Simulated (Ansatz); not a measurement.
`[SeH]C1=NC1`. The species carries charge 0 and has multiplicity 1.

```xyz
7

Se    1.372   -1.631    0.405
C     0.492    0.000    0.271
N     0.645    1.193    0.612
C    -0.614    0.818   -0.162
H     0.325   -2.352   -0.327
H    -1.547    0.815    0.395
H    -0.673    1.157   -1.193
```

Q: List the harmonic frequencies (cm⁻¹, unscaled) at PBE0-D4/def2-TZVP in Ansatz. (An estimate is asked.)

A: Computed: 215, 280, 366, 428, 817, 833, 984, 1043, 1114, 1300, 1505, 1785, 2454, 3102, 3190.

Q: Is this a minimum?

A: Yes, all 15 modes are real.

Q: Give the ideal-gas thermochemistry at 298.15 K and 1 bar (rigid rotor, harmonic oscillator; point group Cs, symmetry number 1).

A: Zero-point energy 116.1 kJ/mol; H(298) − E = 130.9 kJ/mol; entropy 300.0 J/(mol·K), of which translation 168.6, rotation 105.7, vibration 25.7; G(298) − E = 41.5 kJ/mol.

Q: Rotational constants (cm⁻¹)?

A: 0.8014, 0.0833, 0.07663.
